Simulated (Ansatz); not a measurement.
Two isomers of CH6AlFSSi: A = `F[CH]([SiH3])[AlH][SH]`, B = `[CH3][Al]([F])[S][SiH3]`.

Computed with Ansatz on PBE0-D4/def2-TZVP structures; ΔE is electronic, products minus reactants. CCSD(T)/CBS is the MP2 limit (def2-TZVPP, def2-QZVPP) plus CCSD(T) − MP2 in def2-TZVPP, frozen cores. DFT in def2-TZVPP. B3LYP here is the variant with VWN-RPA as its local correlation; programs differ in this. One conformer a species, not always the lowest.

Task: Which is lower in electronic energy at CCSD(T)/CBS, and by how much? (An estimate is asked.)

Result: Ansatz gave: B, by 90.9 kcal/mol.

Task: Give E(B) − E(A) in kcal/mol with B3LYP, HF/def2-TZVPP, CCSD/def2-TZVPP, ωB97M-V, PBE-D4, r2SCAN-D4, B2PLYP. (An estimate is asked.)

Result: The calculation gave: B3LYP -87.0, HF/def2-TZVPP -89.8, CCSD/def2-TZVPP -89.7, ωB97M-V -88.0, PBE-D4 -85.1, r2SCAN-D4 -89.5, B2PLYP -89.6. None reverses the order clearly.

Largest T1 diagnostic: 0.012.

From PBE to PBE0 (25 % exact exchange), in def2-TZVPP and without D4, E(B) − E(A) moves by −2.7 kcal/mol.
